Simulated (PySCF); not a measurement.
## Electron correlation in Sr (strontium, neutral)

[Kr] 5s2, closed-shell 1S. Calculation: PySCF 2.14, in x2c-SVPall; the spin-free X2C one-electron Hamiltonian (Gaussian nucleus). Frozen: [Kr]; 2 electrons correlated.

Total MP2 correlation energy: -15.74 mhartree.

Same-spin part 0.00 and opposite-spin part -15.74 mhartree; SCS-MP2 scales them by 1/3 and 6/5 to -18.89 mhartree.

With two correlated electrons CCSD is exact within the correlated space (frozen core and kept virtual orbitals).

| level | correlation energy (mhartree) |
| --- | --- |
| CCSD | -24.20 |

Diagnostics: T1 = 0.0074, D1 = 0.0104, largest double amplitude 0.160.

Question: Is a single reference adequate?

Answer: Not fully. A double-excitation amplitude exceeds 0.15, a sign of near-degeneracy.
